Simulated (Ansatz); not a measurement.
Reaction (redistribution): `[SiH3]N[SiH]1CO1` + `Cl[SiH2][SbH2]` → `Cl[SiH2][SiH]1CO1` + `[SiH3][NH][SbH2]`

Gas-phase electronic energies from Ansatz, PBE0-D4/def2-TZVP geometries. CBS: MP2 limit from def2 TZ/QZ plus the TZ coupled-cluster correction, frozen cores. DFT in def2-TZVPP. B3LYP here is the variant with VWN-RPA as its local correlation; programs differ in this. def2 core potentials past Kr. For Sb outer-core shells are correlated without core-valence functions, which leaves a few kJ/mol of doubt a bond. Each species was taken in one conformer, which may not be the lowest.

`[SiH3]N[SiH]1CO1`:

Z-matrix (Å, degrees):
```
Si
N 1 1.734
H 1 1.487 2 111.3
H 1 1.483 2 107.0 3 119.8
H 1 1.487 2 111.2 3 -120.3
Si 2 1.701 1 128.8 3 -119.8
H 2 1.012 1 116.0 3 62.7
O 6 1.648 2 119.6 1 -135.9
C 6 1.799 2 124.6 1 162.9
H 6 1.475 2 108.5 1 3.6
H 9 1.088 6 123.6 2 -159.7
H 9 1.089 6 122.1 2 4.5
```

`Cl[SiH2][SbH2]`:

Z-matrix (Å, degrees):
```
Si
Sb 1 2.569
Cl 1 2.060 2 113.2
H 1 1.484 2 109.7 3 -120.1
H 1 1.484 2 109.7 3 120.1
H 2 1.707 1 90.3 3 45.6
H 2 1.707 1 90.3 3 -46.1
```

`Cl[SiH2][SiH]1CO1`:

```xyz
10

Cl    0.479    1.509   -2.770
Si    1.128    0.152   -1.358
Si   -0.701   -0.397   -0.022
C    -0.779    0.127    1.711
O    -0.340   -1.229    1.385
H     1.683   -1.022   -2.076
H     2.190    0.787   -0.542
H    -1.932   -0.815   -0.736
H    -0.001    0.737    2.165
H    -1.728    0.152    2.244
```

`[SiH3][NH][SbH2]`:

```xyz
9

Si    0.429    0.671    0.927
N     0.095    0.540   -0.755
Sb   -0.729   -1.061   -1.688
H    -0.795    0.692    1.781
H     1.187    1.929    1.172
H     1.237   -0.504    1.347
H     0.003    1.391   -1.288
H    -1.831   -1.475   -0.434
H     0.405   -2.182   -1.061
```

```
         level  ΔE (kcal/mol)
      B3LYP-D4           29.5
        B2PLYP           30.4
 HF/def2-QZVPP           32.4
CCSD/CBS(def2)           31.3
```

Problem. What does CCSD(T)/CBS give? (Best estimate.)

Solution. Ansatz gave: +30.7 kcal/mol. The listed levels differ from it by -1.2, -0.3, 1.7, 0.6 kcal/mol.

Largest T1 diagnostic among the species: 0.014.

From PBE to PBE0 (25 % exact exchange), in def2-TZVPP and without D4, ΔE moves by +2.2 kcal/mol.
